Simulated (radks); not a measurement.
Numerical settings for neutral lutetium, [Xe] 4f14 5d1 6s2. Calculated with a radial shooting solver on a logarithmic mesh with Libxc functionals: Dirac Kohn-Sham, PBEsol, spin-unpolarised, spherical densities, finite nucleus; open shells fill j = l - 1/2 first; Fermi nuclear charge, rms radius 5.37 fm. The defaults (mesh step 0.008 in ln r, mesh end at 40 bohr or more with all orbitals vanishing there, Anderson mixing 0.5 over 9 steps, residual threshold near 1e-9 with the energy settled to 1e-9 hartree or 1e-11 of itself, here a cap of 52 iterations) give E = -14574.7333 hartree and 5d3/2 at -1.888 eV in 17 iterations. Run on one thread of a shared host, so times are rough (Intel(R) Xeon(R) 6975P-C): 0.16 s of CPU time, 0.16 s wall, 17 iterations on 2440 mesh points. Changes against that run (0 stands for a change within the tolerance of the run):

setting                     iterations         converged  E (mhartree)  e(5d3/2) (meV)  CPU (s)
mesh step in ln r 0.02              17               yes             0               0     0.07
mesh step in ln r 0.2                4                no      diverged               -     0.01
mesh step in ln r 0.003             17               yes             0               0     0.41
mesh end (bohr) 400                 17               yes             0               0     0.16
mesh end (bohr) 2                   15  level above zero     +1.81e+04       +7.89e+04     0.11
residual threshold 0.01             12               yes             0          -0.173     0.13
residual threshold 0.1              12               yes             0          -0.173     0.13
mixing 1                            15               yes             0               0     0.15
linear mixing, mixing 0.8           52                no     +1.85e+05       -9.57e+03      1.2
linear mixing, mixing 0.05          52                no        +0.964            -101     0.45
mixing history 20                   24               yes             0               0     0.21
iteration cap 3                      3                no         +37.9           +63.3     0.05

Settled on a wrong energy, with an occupied level pushed above zero by the early mesh end: mesh end (bohr) 2 (+18.1 hartree). Apart from these: no run marked as converged misses the energy by more than 1 mhartree. A mesh that ends early acts as a hard wall.
